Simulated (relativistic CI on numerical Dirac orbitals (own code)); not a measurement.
# Sn³⁺: from the plainest model towards the measured levels

Calculated with a relativistic CI code on KLI orbitals (one set per configuration, finite nucleus), adding one ingredient at a time: step 1, Dirac-Coulomb, each configuration alone; step 2, with Breit and QED terms; step 3, with configuration mixing; step 4, with scaled Slater integrals (0.85); step 5, with a P86 correlation estimate; step 6, tied to the ionisation limit. P86 is a density functional for the correlation energy, evaluated here for each configuration and added to its levels. Step 6 is semi-empirical: configurations made of the next ion and one excited electron move by 8801 cm⁻¹, so that their limit matches the tabulated ionisation energy, and those with a non-penetrating f or g electron also take the P86 value of the least penetrating other one.

CI space (outside the closed core [Kr]): 4d¹⁰5s, 4d¹⁰5p, 4d¹⁰5d, 4d⁹5s², 4d¹⁰6s, 4d¹⁰6p, 4d¹⁰4f, 4d¹⁰6d, 4d¹⁰7s, 4d¹⁰5g, 4d¹⁰5f, 4d⁹5s4f, 4d¹⁰7p, 4d⁹5s5p.

Computed minus measured energy above the ground level, in cm⁻¹, for 9 of the 15 excited levels that pair in every step (one J of a term; a digit in brackets numbers repeated terms):

```tsv
Configuration	Term	J	Measured	Step 1	Step 2	Step 3	Step 4	Step 5	Step 6
4d¹⁰5p	2P°	1/2	69564	-2750	-2870	-4340	-3941	-2507	6256
4d¹⁰5d	2D	3/2	165305	-8052	-8372	-8497	-8444	-5929	2802
4d⁹5s²	2D	5/2	169234	3274	3837	4164	4108	7903	8110
4d¹⁰6s	2S	1/2	174139	-8830	-9074	-8963	-8963	-6627	2169
4d¹⁰6p	2P°	1/2	197851	-9354	-9618	-9888	-9797	-6972	1807
4d¹⁰4f	2F°	7/2	210258	-8562	-8918	-9147	-9073	-2458	3470
4d¹⁰6d	2D	3/2	234796	-10704	-11032	-10919	-10932	-7156	1637
4d¹⁰7s	2S	1/2	237616	-10996	-11292	-11204	-11204	-7547	1250
4d¹⁰5g	2G	9/2	258282	-12247	-12584	-12518	-12518	-6285	56
```

Mean absolute errors in cm⁻¹, over all paired levels and for the configurations:

```
Configuration, levels  Step 1  Step 2  Step 3  Step 4  Step 5  Step 6
              all, 15    8422    8735    9006    8920    5653    2889
            4d¹⁰5p, 2    2965    3130    4562    4171    2736    6026
            4d¹⁰5d, 2    7757    8087    8266    8199    5679    2983
            4d⁹5s², 1    3274    3837    4164    4108    7903    8110
            4d¹⁰6s, 1    8830    9074    8963    8963    6627    2169
            4d¹⁰6p, 2    9393    9670    9969    9873    7046    1730
            4d¹⁰4f, 2    8537    8890    9129    9051    2437    3486
            4d¹⁰6d, 2   10716   11049   10939   10951    7175    1618
            4d¹⁰7s, 1   10996   11292   11204   11204    7547    1250
            4d¹⁰5g, 2   12247   12584   12518   12518    6285      56
```

Measured levels: Moore, Atomic Energy Levels, vol. III, NSRDS-NBS 35 (1971 reprint of NBS Circular 467, 1958). The analysis dates from before 1960.

**Question.** What does each ingredient do to the ground and the excited configurations, and where is the model closest to experiment?

**Answer.** Mixing lowers the ground level by 67; relative to it the configurations that move most are 4d¹⁰5p by -1432, 4d⁹5s² by +327, 4d¹⁰6p by -299. The P86 estimate moves 4d¹⁰4f by +6614, 4d¹⁰5g by +6232, 4d⁹5s² by +3795, and takes the mean absolute error of the excited configurations from 8920 to 5653. Step 6 takes that error from 5653 to 2889; the error more than halves for 4d¹⁰6s, 4d¹⁰6p, 4d¹⁰6d, 4d¹⁰7s; 4d¹⁰5g gains from the shift and the changed P86 value together; it grows for 4d¹⁰5p, 4d¹⁰4f. The shift fits the limit, so it does little for low levels whose errors differ from those near the limit. The mean absolute error is lowest at step 6 (2889 cm⁻¹), and the largest single drop is from step 4 to 5 (8920 to 5653).
